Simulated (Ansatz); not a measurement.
Stepwise reaction of `F[SiH2][SiH2]F` with ammonia, as a gas-phase model of exchange steps in deposition or etching. ΔE in kJ/mol.

Computed with Ansatz on PBE0-D4/def2-TZVP structures; ΔE is electronic, products minus reactants. CCSD(T)/CBS is the MP2 limit (def2-TZVPP, def2-QZVPP) plus CCSD(T) − MP2 in def2-TZVPP, frozen cores. This one scheme is used for every species. Functionals use def2-TZVPP. B3LYP here is the variant with VWN-RPA as its local correlation; programs differ in this. One conformer a species, not always the lowest.

```tsv
step	reaction	PBE-D4	B3LYP-D4	ωB97M-V	CCSD(T)/CBS
2	`N[SiH](F)[SiH2]F` + NH₃ → `N[Si@H](F)[Si@@H](N)F` + H₂	-51.8	-53.5	-54.2	-52.2
```

Q: Give the row of step 1, `F[SiH2][SiH2]F` + NH₃ → `N[SiH](F)[SiH2]F` + H₂. (An estimate is asked.)

A: Ansatz gave: 
| step | reaction | PBE-D4 | B3LYP-D4 | ωB97M-V | CCSD(T)/CBS |
| --- | --- | --- | --- | --- | --- |
| 1 | `F[SiH2][SiH2]F` + NH₃ → `N[SiH](F)[SiH2]F` + H₂ | -52.5 | -54.1 | -55.4 | -52.8 |

Q: By hand: ΔE of the 2 steps together at CCSD(T)/CBS.

A: (-52.8) + (-52.2) = -105.0 kJ/mol, or -52.5 kJ/mol a step.

In ΔE the steps differ by no more than 0.6 kJ/mol. All are downhill at CCSD(T)/CBS. PBE-D4 differs from CCSD(T)/CBS by 0.3 to 0.4 kJ/mol a step. Isolated molecules leave out the surface, adducts and barriers. Largest T1 diagnostic: 0.012.
